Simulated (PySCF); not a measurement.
# Relaxation of quartet RuO₃⁻

Computed with UB3LYP/[Ru def2-SVPD with ECP28, O def2-SVPD], scalar-relativistic core potentials, density fitting, no spin–orbit coupling, PySCF. A (50,194) grid was used.

A hand-made trigonal planar start, of D3h symmetry, held to at least that symmetry:

```xyz
4
charge -1 multiplicity 4, angstrom
Ru    0.0000    0.0000    0.0000
O     1.7100    0.0000    0.0000
O    -0.8550    1.4809    0.0000
O    -0.8550   -1.4809    0.0000
```

Task: What does it relax to?

Result: It ends at D3h with Ru–O 1.751 Å (×3); O–Ru–O 120.0° (×3). A frequency run shows a minimum. Other isomers or separated fragments may lie lower.

Task: How much energy is released, and in how many steps?

Result: 11.7 kJ/mol in 3 steps.

Other spin states or occupations of the open shell can lie lower.
